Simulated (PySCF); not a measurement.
**How the method moves the HOMO and LUMO of `C[C@@H]1C=C1O[SiH3]`**

Species: C4H8OSi.
Z-matrix (Å and degrees, PBE0-D3(BJ)/def2-SVP geometry), rows numbered from 1:
```
C 
C   1  1.5150
C   2  1.5294  1  121.95
C   3  1.2968  2   62.77  1  -108.05
O   4  1.3256  2  144.54  3  -179.73
Si  5  1.6948  4  121.27  2     6.78
H   1  1.1023  2  111.09  3   -87.77
H   1  1.1013  2  110.97  3    32.26
H   1  1.1032  2  111.47  3   152.78
H   2  1.1066  1  112.66  3   148.32
H   3  1.0852  2  144.24  4   179.88
H   6  1.4903  5  110.03  4   -55.95
H   6  1.4845  5  104.87  4  -175.60
H   6  1.4910  5  109.76  4    65.09
```

Basis pcSseg-1 throughout (PySCF), one geometry. One conformer (not necessarily the lowest) at the PBE0-D3(BJ)/def2-SVP geometry, without solvent, vibrations or thermal averaging.

Question: How do the orbital energies, the gap and the dipole change with the method?

Answer: 
```csv
method,kind,HOMO (eV),LUMO (eV),gap (eV),μ (D),SCF cycles
BLYP,GGA,-5.26,-0.72,4.54,1.13,15
B97-D,GGA,-5.38,-0.68,4.70,1.14,15
OPBE,GGA,-5.38,-0.67,4.71,1.16,15
PBE,GGA,-5.42,-0.88,4.53,1.15,15
KT2,GGA,-5.44,-1.02,4.42,1.16,16
KT3,GGA,-5.45,-0.88,4.56,1.14,16
BP86,GGA,-5.52,-0.91,4.61,1.16,15
LDA,LDA,-5.58,-1.15,4.43,1.22,15
B97-2,global hybrid,-6.32,0.04,6.36,1.19,13
B3LYP,global hybrid,-6.35,-0.19,6.16,1.17,14
PBE0,global hybrid,-6.56,0.01,6.57,1.20,14
mPW1PW91,global hybrid,-6.59,0.04,6.63,1.20,14
BHandHLYP,global hybrid,-7.57,0.94,8.51,1.21,13
CAM-B3LYP,range-separated hybrid,-7.86,1.06,8.92,1.21,13
wB97X-D,range-separated hybrid,-8.39,1.83,10.22,1.23,14
HF,Hartree–Fock,-9.09,3.26,12.35,1.24,11
LC-wPBE,range-separated hybrid,-9.21,2.26,11.47,1.23,14
```

The HOMO spans 3.95 eV, from BLYP down to LC-wPBE, and the gap runs from 4.42 eV (KT2) to 12.35 eV (HF). Over the methods BLYP (0 %), B97-D (0 %), OPBE (0 %), PBE (0 %), KT2 (0 %), KT3 (0 %), BP86 (0 %), LDA (0 %), B97-2 (21 %), B3LYP (20 %), PBE0 (25 %), mPW1PW91 (25 %), BHandHLYP (50 %), HF (100 %), a straight line through the gap against the share of exact exchange rises by 0.78 eV for each 10 % (correlation coefficient 0.999). The dipole ranges from 1.13 D (BLYP) to 1.24 D (HF). This basis has no diffuse functions.
